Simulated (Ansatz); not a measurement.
Stepwise reaction of `[F][Al]([SH])[SH]` with methanol, as a gas-phase model of exchange steps in deposition or etching. ΔE in kJ/mol.

Program: Ansatz. Geometries: PBE0-D4/def2-TZVP. ΔE: electronic, gas phase. CCSD(T)/CBS is the MP2 limit (def2-TZVPP, def2-QZVPP) plus CCSD(T) − MP2 in def2-TZVPP, frozen cores. This one scheme is used for every species. DFT in def2-TZVPP. B3LYP here is the variant with VWN-RPA as its local correlation; programs differ in this. One conformer a species, not always the lowest.

```json
{"step": "1", "reaction": "`[F][Al]([SH])[SH]` + CH₃OH → `C[O][Al]([F])[SH]` + H₂S", "PBE-D4": "-12.7", "B3LYP-D4": "-26.3", "ωB97M-V": "-22.2", "CCSD(T)/CBS": "-20.8"}
{"step": "2", "reaction": "`C[O][Al]([F])[SH]` + CH₃OH → `C[O][Al]([F])[O]C` + H₂S", "PBE-D4": "-2.4", "B3LYP-D4": "-15.6", "ωB97M-V": "-10.9", "CCSD(T)/CBS": "-11.0"}
```

By hand: ΔE of the 2 steps together at CCSD(T)/CBS.

(-20.8) + (-11.0) = -31.8 kJ/mol, or -15.9 kJ/mol a step.

In ΔE each step is higher than the one before. All are downhill at CCSD(T)/CBS. PBE-D4 differs from CCSD(T)/CBS by 8.1 to 8.6 kJ/mol a step. Isolated molecules leave out the surface, adducts and barriers. Largest T1 diagnostic: 0.012.
